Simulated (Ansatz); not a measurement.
HISe (SMILES [SeH]I) moved off its minimum; all values from Ansatz (a quantum-chemistry and plane-wave program), cores frozen in correlated methods. Elements past Kr take the def2 small-core potentials, without spin–orbit coupling.
(charge 0, multiplicity 1)
```xyz
3

Se    -1.0644    -0.7216     0.9903
H     -2.0467    -1.1715    -0.2154
I      0.3535     0.3738    -0.5934
```

Forces at wB97M-V/def2-TZVPP (eV/Å):

| atom | Fx | Fy | Fz |
|---|---|---|---|
| Se1 | -2.539 | -1.460 | -0.901 |
| H2 | 1.257 | 0.513 | 2.009 |
| I3 | 1.281 | 0.946 | -1.108 |

Give the forces (eV/Å), the total energy and the dipole at CCSD(T)/def2-TZVPPD.


```tsv
atom	Fx	Fy	Fz
Se1	-2.696	-1.613	-0.487
H2	1.145	0.460	1.886
I3	1.551	1.154	-1.399
```
Energy -2697.4263 hartree, dipole 0.60 D.
